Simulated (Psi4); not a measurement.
Input for Psi4: SAPT0/jun-cc-pV(D+d)Z on C3H2O2 (a complex), monomers drawn apart or pushed together.

```
memory 2025 MB

molecule dimer {
0 1
C    -0.25987322   -0.20793215    0.02192014
C     0.69974007    0.47245977    0.24396862
H    -1.11269020   -0.81227729   -0.17069917
H     1.55059424    1.07552747    0.44889825
--
0 1
O    -1.29848355   -0.88449089    3.59305857
C    -0.36866266   -0.22242693    3.79694735
O     0.55833782    0.43792561    4.01865097
units angstrom
symmetry c1
no_reorient
no_com
}

set {
  basis jun-cc-pV(D+d)Z
  scf_type df
  freeze_core true
}

energy('sapt0')
```

It printed:

```
[...]
==> Input File <==

--------------------------------------------------------------------------
memory 2025 MB

molecule dimer {
0 1
C    -0.25987322   -0.20793215    0.02192014
C     0.69974007    0.47245977    0.24396862
H    -1.11269020   -0.81227729   -0.17069917
H     1.55059424    1.07552747    0.44889825
--
0 1
O    -1.29848355   -0.88449089    3.59305857
C    -0.36866266   -0.22242693    3.79694735
O     0.55833782    0.43792561    4.01865097
units angstrom
symmetry c1
no_reorient
no_com
}

set {
  basis jun-cc-pV(D+d)Z
  scf_type df
  freeze_core true
}

energy('sapt0')
--------------------------------------------------------------------------


   => Loading Basis Set <=

    Name: JUN-CC-PV(D+D)Z
    Role: ORBITAL
    Keyword: BASIS
    atoms 1-2, 6 entry C          line   188 file jun-cc-pv_dpd_z.gbs
    atoms 3-4    entry H          line    60 file jun-cc-pv_dpd_z.gbs
    atoms 5, 7   entry O          line   256 file jun-cc-pv_dpd_z.gbs

   => Loading Basis Set <=

    Name: JUN-CC-PV(D+D)Z
    Role: ORBITAL
    Keyword: BASIS
    atoms 1-2, 6 entry C          line   188 file jun-cc-pv_dpd_z.gbs
    atoms 3-4    entry H          line    60 file jun-cc-pv_dpd_z.gbs
    atoms 5, 7   entry O          line   256 file jun-cc-pv_dpd_z.gbs


  //>>>>>>>>>>>>>>>>>>>>>>>>>>>>>>>>>>>//
  //              Dimer HF             //
  //<<<<<<<<<<<<<<<<<<<<<<<<<<<<<<<<<<<//

   => Libint2 <=

    Primary   basis highest AM E, G, H:  7, 6, 3
    Auxiliary basis highest AM E, G, H:  7, 7, 4
    Onebody   basis highest AM E, G, H:  -, -, -
    Solid Harmonics ordering:            Gaussian


   => Loading Basis Set <=

    Name: JUN-CC-PV(D+D)Z
    Role: ORBITAL
    Keyword: BASIS
    atoms 1-2, 6 entry C          line   188 file jun-cc-pv_dpd_z.gbs
    atoms 3-4    entry H          line    60 file jun-cc-pv_dpd_z.gbs
    atoms 5, 7   entry O          line   256 file jun-cc-pv_dpd_z.gbs


         ---------------------------------------------------------
                                   SCF
               by Justin Turney, Rob Parrish, Andy Simmonett
                          and Daniel G. A. Smith
                              RHF Reference
                        1 Threads,   1931 MiB Core
         ---------------------------------------------------------

  ==> Geometry <==

    Molecular point group: c1
    Full point group: C1

    Geometry (in Angstrom), charge = 0, multiplicity = 1:

       Center              X                  Y                   Z               Mass
    ------------   -----------------  -----------------  -----------------  -----------------
         C           -0.259873220000    -0.207932150000     0.021920140000    12.000000000000
         C            0.699740070000     0.472459770000     0.243968620000    12.000000000000
         H           -1.112690200000    -0.812277290000    -0.170699170000     1.007825032230
         H            1.550594240000     1.075527470000     0.448898250000     1.007825032230
         O           -1.298483550000    -0.884490890000     3.593058570000    15.994914619570
         C           -0.368662660000    -0.222426930000     3.796947350000    12.000000000000
         O            0.558337820000     0.437925610000     4.018650970000    15.994914619570

  Running in c1 symmetry.

  Rotational constants: A =      0.28705  B =      0.02613  C =      0.02395 [cm^-1]
  Rotational constants: A =   8605.65628  B =    783.30292  C =    717.97498 [MHz]
  Nuclear repulsion =  124.726850506679952

  Charge       = 0
  Multiplicity = 1
  Electrons    = 36
  Nalpha       = 18
  Nbeta        = 18

  ==> Algorithm <==

  SCF Algorithm Type is DF.
  DIIS enabled.
  MOM disabled.
  Fractional occupation disabled.
  Guess Type is SAD.
  Energy threshold   = 1.00e-08
  Density threshold  = 1.00e-08
  Integral threshold = 1.00e-12

  ==> Primary Basis <==

  Basis Set: JUN-CC-PV(D+D)Z
    Blend: JUN-CC-PV(D+D)Z
    Number of shells: 46
    Number of basis functions: 100
    Number of Cartesian functions: 105
    Spherical Harmonics?: true
    Max angular momentum: 2

   => Loading Basis Set <=

    Name: (JUN-CC-PV(D+D)Z AUX)
    Role: JKFIT
    Keyword: DF_BASIS_SCF
    atoms 1-2, 6 entry C          line   146 file jun-cc-pvdz-jkfit.gbs
    atoms 3-4    entry H          line    70 file jun-cc-pvdz-jkfit.gbs
    atoms 5, 7   entry O          line   258 file jun-cc-pvdz-jkfit.gbs

  ==> Integral Setup <==

  DFHelper Memory: AOs need 0.036 GiB; user supplied 1.414 GiB.
  SCF_SUBTYPE=INCORE selected. In-core MEM_DF algorithm will be used.
  Using in-core AOs.

  ==> MemDFJK: Density-Fitted J/K Matrices <==

    J tasked:                   Yes
    K tasked:                   Yes
    wK tasked:                   No
    OpenMP threads:               1
    Algorithm:                 Core
    Schwarz Cutoff:           1E-12
    Mask sparsity (%):       1.2800
    Fitting Condition:        1E-10

   => Auxiliary Basis Set <=

  Basis Set: (JUN-CC-PV(D+D)Z AUX)
    Blend: J
[...]
A     18.499059   100A     18.566957

    Final Occupation by Irrep:
              A
    DOCC [    11 ]
    NA   [    11 ]
    NB   [    11 ]

  @DF-RHF Final Energy:  -187.65852297213462

   => Energetics <=

    Nuclear Repulsion Energy =             58.4161427006496154
    One-Electron Energy =                -372.3365681173827966
    Two-Electron Energy =                 126.2619024445985474
    Total Energy =                       -187.6585229721346195

Computation Completed


Properties will be evaluated at   0.000000,   0.000000,   0.000000 [a0]

Properties computed using the SCF density matrix


 Multipole Moments:

 ------------------------------------------------------------------------------------
     Multipole            Electronic (a.u.)      Nuclear  (a.u.)        Total (a.u.)
 ------------------------------------------------------------------------------------

 L = 1.  Multiply by 2.5417464519 to convert [e a0] to [Debye]
 Dipole X            :         15.3714992          -15.3694105            0.0020886
 Dipole Y            :          9.2743048           -9.2730445            0.0012603
 Dipole Z            :       -158.1371069          158.1235146           -0.0135923
 Magnitude           :                                                    0.0138094

 ------------------------------------------------------------------------------------

  Constructing Basis Sets for SAPT...

   => Loading Basis Set <=

    Name: (JUN-CC-PV(D+D)Z AUX)
    Role: RIFIT
    Keyword: DF_BASIS_SAPT
    atoms 1-2, 6 entry C          line   100 file jun-cc-pvdz-ri.gbs
    atoms 3-4    entry H          line    30 file jun-cc-pvdz-ri.gbs
    atoms 5, 7   entry O          line   188 file jun-cc-pvdz-ri.gbs

   => Loading Basis Set <=

    Name: (JUN-CC-PV(D+D)Z AUX)
    Role: JKFIT
    Keyword: DF_BASIS_ELST
    atoms 1-2, 6 entry C          line   146 file jun-cc-pvdz-jkfit.gbs
    atoms 3-4    entry H          line    70 file jun-cc-pvdz-jkfit.gbs
    atoms 5, 7   entry O          line   258 file jun-cc-pvdz-jkfit.gbs


  //>>>>>>>>>>>>>>>>>>>>>>>>>>>>>>>>>>>//
  //               SAPT0               //
  //<<<<<<<<<<<<<<<<<<<<<<<<<<<<<<<<<<<//



        SAPT0
    Ed Hohenstein
     6 June 2009

      Orbital Information
  --------------------------
    NSO        =       100
    NMO        =       100
    NRI        =       353
    NRI (Elst) =       441
    NOCC A     =         7
    NOCC B     =        11
    FOCC A     =         2
    FOCC B     =         3
    NVIR A     =        93
    NVIR B     =        89

    Elst10,r            =    -0.002379213132 [Eh]
    Exch10              =     0.001123983407 [Eh]
    Exch10 (S^2)        =     0.001122870308 [Eh]

    Maxiter = 50
    CPHF R converge = 1.000000E-08

    Iter     Energy [mEh]          dE [mEh]         Residual      Time [s]
       1      -0.56419319       0.564193191     3.141239e-03             0
       2      -0.71149461       0.147301420     5.648032e-04             0
       3      -0.70960306      -0.001891547     1.617961e-04             0
       4      -0.70851717      -0.001085898     3.054371e-05             0
       5      -0.70865920       0.000142036     8.492581e-06             0
       6      -0.70870297       0.000043770     2.283817e-06             0
       7      -0.70870390       0.000000922     6.278864e-07             0
       8      -0.70869947      -0.000004421     1.323236e-07             0
       9      -0.70870027       0.000000800     4.601299e-08             0
      10      -0.70870006      -0.000000213     2.006992e-08             0
      11      -0.70870012       0.000000060     2.731005e-09             0

    CHF Iterations converged

    Maxiter = 50
    CPHF R converge = 1.000000E-08

    Iter     Energy [mEh]          dE [mEh]         Residual      Time [s]
       1      -0.04369664       0.043696640     1.915807e-03             0
       2      -0.04328338      -0.000413259     5.261343e-04             0
       3      -0.04635529       0.003071913     1.525169e-04             0
       4      -0.04670646       0.000351163     3.469367e-05             0
       5      -0.04656320      -0.000143261     9.061751e-06             0
       6      -0.04656496       0.000001765     3.796868e-06             0
       7      -0.04657014       0.000005180     1.549202e-06             0
       8      -0.04657188       0.000001740     3.042636e-07             0
       9      -0.04657113      -0.000000753     4.429313e-08             0
      10      -0.04657121       0.000000077     7.354523e-09             1

    CHF Iterations converged

    Ind20,r (A<-B)      =    -0.000708700121 [Eh]
    Ind20,r (B<-A)      =    -0.000046571206 [Eh]
    Ind20,r             =    -0.000755271327 [Eh]
    Exch-Ind20,r (A<-B) =     0.000620639289 [Eh]
    Exch-Ind20,r (B<-A) =     0.000014758543 [Eh]
    Exch-Ind20,r        =     0.000635397832 [Eh]
    Disp20              =    -0.001190280049 [Eh]
    Disp20 (SS)         =    -0.000595140025 [Eh]
    Disp20 (OS)         =    -0.000595140025 [Eh]
    Exch-Disp20         =     0.000099878439 [Eh]
    Exch-Disp20 (SS)    =     0.000054889735 [Eh]
    Exch-Disp20 (OS)    =     0.000044988704 [Eh]

    SAPT Results
  --------------------------------------------------------------------------------------------------------
    Electrostatics                 -2.37921313 [mEh]      -1.49297878 [kcal/mol]      -6.24662322 [kJ/mol]
      Elst10,r                     -2.37921313 [mEh]      -1.49297878 [kcal/mol]      -6.24662322 [kJ/mol]

    Exchange                        1.12398341 [mEh]       0.70531024 [kcal/mol]       2.95101803 [kJ/mol]
      Exch10                        1.12398341 [mEh]       0.70531024 [kcal/mol]       2.95101803 [kJ/mol]
      Exch10(S^2)                   1.12287031 [mEh]       0.70461176 [kcal/mol]       2.94809559 [kJ/mol]

    Induction                      -0.14019322 [mEh]      -0.08797257 [kcal/mol]      -0.36807724 [kJ/mol]
      Ind20,r                      -0.75527133 [mEh]      -0.47393991 [kcal/mol]      -1.98296460 [kJ/mol]
      Exch-Ind20,r                  0.63539783 [mEh]       0.39871816 [kcal/mol]       1.66823678 [kJ/mol]
      delta HF,r (2)               -0.02031972 [mEh]      -0.01275082 [kcal/mol]      -0.05334943 [kJ/mol]

    Dispersion                     -1.09040161 [mEh]      -0.68423734 [kcal/mol]      -2.86284903 [kJ/mol]
      Disp20                       -1.19028005 [mEh]      -0.74691201 [kcal/mol]      -3.12507984 [kJ/mol]
      Exch-Disp20                   0.09987844 [mEh]       0.06267467 [kcal/mol]       0.26223081 [kJ/mol]
      Disp20 (SS)                  -0.59514002 [mEh]      -0.37345600 [kcal/mol]      -1.56253992 [kJ/mol]
      Disp20 (OS)                  -0.59514002 [mEh]      -0.37345600 [kcal/mol]      -1.56253992 [kJ/mol]
      Exch-Disp20 (SS)              0.05488973 [mEh]       0.03444383 [kcal/mol]       0.14411298 [kJ/mol]
      Exch-Disp20 (OS)              0.04498870 [mEh]       0.02823084 [kcal/mol]       0.11811783 [kJ/mol]

  Total HF                         -1.39542294 [mEh]      -0.87564112 [kcal/mol]      -3.66368244 [kJ/mol]
  Total SAPT0                      -2.48582455 [mEh]      -1.55987846 [kcal/mol]      -6.52653147 [kJ/mol]

  Special recipe for scaled SAPT0 (see Manual):
    Electrostatics sSAPT0          -2.37921313 [mEh]      -1.49297878 [kcal/mol]      -6.24662322 [kJ/mol]
    Exchange sSAPT0                 1.12398341 [mEh]       0.70531024 [kcal/mol]       2.95101803 [kJ/mol]
    Induction sSAPT0               -0.13830174 [mEh]      -0.08678565 [kcal/mol]      -0.36311117 [kJ/mol]
    Dispersion sSAPT0              -1.09010429 [mEh]      -0.68405077 [kcal/mol]      -2.86206841 [kJ/mol]
  Total sSAPT0                     -2.48363575 [mEh]      -1.55850497 [kcal/mol]      -6.52078477 [kJ/mol]
  --------------------------------------------------------------------------------------------------------



*** Psi4 exiting successfully. Buy a developer a beer!
```

The run finished.

Cost: about 6 core-seconds (a rough figure).
